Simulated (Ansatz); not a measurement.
A nudged elastic band was laid between two geometries of C2H7BFN (12 atoms, charge 0, multiplicity 1).

These are results of RKS B3LYP-D4/6-31G* (Ansatz 0.2.0), not measurements.

```yaml
movable_images: 5
climbing_image: yes
spring: 5.0 eV/Å²
optimiser: quadratic models (default)
start_path: through a guess of the saddle point
force_threshold: 0.03 eV/Å
iteration_limit: 60
end_points: relaxed
```

Initial state:

```xyz
12
Properties=species:S:1:pos:R:3
B -0.414 1.753 0.711
C -0.635 0.306 0.158
C 0.628 -0.445 -0.232
N 0.326 -1.681 -0.904
F 1.346 0.357 -1.131
H -1.344 2.503 0.797
H 0.654 2.112 1.112
H -1.168 -0.239 0.960
H -1.329 0.303 -0.695
H 1.296 -0.554 0.639
H 1.140 -2.289 -0.951
H -0.420 -2.182 -0.430
```

Final state:

```xyz
12
Properties=species:S:1:pos:R:3
B -0.405 1.776 0.657
C -0.659 0.307 0.183
C 0.590 -0.518 -0.073
N 0.298 -1.846 -0.494
F 1.349 0.195 -1.047
H -1.269 2.599 0.562
H 0.624 2.082 1.187
H -1.248 -0.170 0.987
H -1.314 0.274 -0.700
H 1.228 -0.563 0.816
H -0.273 -1.836 -1.337
H 1.154 -2.355 -0.706
```

Task: What changes between the two ends?

Result: No bond is made or broken. The dihedral F5–C3–N4–H12 goes from -163 to 57°.

Task: What energy profile does the band end with?

Result: The forces met the threshold. The highest image is number 3 of 0 to 6, 0.091 eV above the first end and 0.305 eV above the last; the last end lies 0.214 eV below the first. A vibrational analysis at the climbing image gives one clearly imaginary mode, 315i cm⁻¹: a first-order saddle point.

```
image  path coordinate (Å)  energy (eV)  dihedral F5–C3–N4–H12 (°)
    0                 0.00        0.000                       -163
    1                 0.45        0.013                        177
    2                 0.91        0.057                        155
    3                 1.36        0.091                        132
    4                 1.90        0.016                        105
    5                 2.43       -0.142                         79
    6                 2.96       -0.214                         57
```

Task: What is the geometry of the highest image?

Result: 
```xyz
12
Properties=species:S:1:pos:R:3
B -0.394 1.791 0.705
C -0.690 0.360 0.150
C 0.532 -0.489 -0.163
N 0.192 -1.780 -0.753
F 1.294 0.209 -1.108
H -1.236 2.640 0.673
H 0.653 2.046 1.229
H -1.281 -0.148 0.934
H -1.352 0.364 -0.727
H 1.164 -0.590 0.734
H 0.813 -1.927 -1.546
H 0.383 -2.531 -0.093
```

Task: What are the harmonic wavenumbers there?

Result: 315i, 110, 150, 236, 412, 419, 527, 620, 786, 882, 911, 990, 1042, 1082, 1117, 1206, 1247, 1270, 1316, 1416, 1427, 1454, 1674, 2614, 2688, 2983, 3001, 3071, 3483, 3572 cm⁻¹.

The band took 37 iterations and roughly 9 core-minutes.

Time of the run: 8.7 min on 1 CPU thread of a shared host.
